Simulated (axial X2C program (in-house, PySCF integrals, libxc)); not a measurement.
## Bond lengths and stretching modes, held linear, of OSnO²⁺

Calculated with an axial X2C code built on PySCF integrals: two-component X2C with atomic mean-field Coulomb and Gaunt terms, Gaussian nuclei, basis O dyall-av3z, Sn dyall-v3z with contracted cores. Spin-free rows use the one-electron spin-free X2C Hamiltonian.

Masses O 15.995, Sn 119.902, O 15.995 u. States: 2c Ω = 3 (beyond evenly filled blocks: 2 × ω = 3/2); spin-free M_S = 1, Λ = 2 (beyond evenly filled blocks: 2 × π+α, 2 × π+β, 2 × π-α).

B3LYP, 2c: energies above the lowest point

```
r(O–Sn) (Å)  r(Sn–O) (Å)  E (meV)
     1.8886       1.8886    88.75
     1.8886       1.9370    45.61
     1.8886       1.9854    52.52
     1.9370       1.8886    45.61
     1.9370       1.9370     0.00
     1.9370       1.9854     4.58
     1.9370       2.0339    47.12
     1.9854       1.8886    52.52
     1.9854       1.9370     4.58
     1.9854       1.9854     6.98
     2.0339       1.9370    47.12
     2.0339       2.0339    86.12
```

**Question.** Fit a quadratic surface with cubic terms in each bond: where is the minimum, and what are the two stretching wavenumbers?

**Answer.** At B3LYP, 2c: bonds 1.957 and 1.957 Å; harmonic stretches 559.5 and 660.6 cm⁻¹; force constants 3.1, 3.1 and coupling -0.15 mdyn/Å.

The other levels and Hamiltonians give:

| Hamiltonian | level | r(O–Sn) (Å) | r(Sn–O) (Å) | lower stretch (cm⁻¹) | upper stretch (cm⁻¹) |
| --- | --- | --- | --- | --- | --- |
| 2c | PBE0 | 1.934 | 1.934 | 591.8 | 692.9 |
| spin-free | PBE0 | 1.935 | 1.935 | 590.3 | 691.7 |
| spin-free | HF | 1.907 | 1.907 | 625.9 | 769.4 |
| spin-free | B3LYP | 1.958 | 1.958 | 557.7 | 659.0 |

Each state is one determinant, the lowest of a limited PBE0 search; the stretches come from a fit to these few points and carry an uncertainty of a few per cent. Other orders of the atoms were not compared. Left out for rough or failed fits: HF 2c, MP2 2c, MP2 spin-free. A multiply charged ion may be only metastable. The molecule was held linear; bending was not examined, so a bent shape may lie lower. Open-shell Ω = 0 determinants with evenly filled partner blocks cannot be reached by this program, so the Ω shown need not be the lowest component. Note: functional without a current term on a determinant with orbital currents, of the molecule or an atom. Note: several unpaired electrons, one determinant need not be a pure state.
